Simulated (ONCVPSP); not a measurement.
## PBEsol ONCV dataset for Ne, non-relativistic all-electron reference.

* Element: Ne
* Generator: ONCVPSP 4.0.1
* Type: optimised norm-conserving Vanderbilt (ONCV)
* Functional: PBEsol
* Relativity: non-relativistic
* Frozen core: [He]
* Valence charge: 8
* Reference configuration: 2s2 2p6
* Partial waves: 2s: rc 0.65 bohr, ncon 3, nbas 7, qcut 8.2 1/bohr, 1 projector; 2p: rc 1.20 bohr, ncon 3, nbas 8, qcut 12.8 1/bohr, 3 projectors, debl 1.6 Ha; d scattering state at 0.04 Ha: rc 1.05 bohr, ncon 3, nbas 6, qcut 8 1/bohr, 2 projectors, debl 2.5 Ha
* Local potential: polynomial inside 0.45 bohr (lpopt 5, dvloc0 4 Ha)
* Core correction: Teter function, fcfact 5.25, rcfact 1.25

Estimate the cutoffs (Ha) at which the residual kinetic energy of the hardest occupied pseudo-wave falls to 1 and 0.1 mHa per electron.

288 Ha and 465 Ha.

Does the potential have ghost states?

No bound ghost flagged; no localised positive-energy state flagged.

Which valence shell sets the plane-wave cutoff?

2s: 288 Ha for 1 mHa per electron, against 52 Ha for 2p.

Tests: 2s2 2p5; 2s2 2p4; 2s2 2p3; 2s2 2p2. Which has the largest error in its energy relative to the reference configuration, and how large is it?

2s2 2p2, with +1793 meV (all-electron minus pseudo) on +227.32 eV.
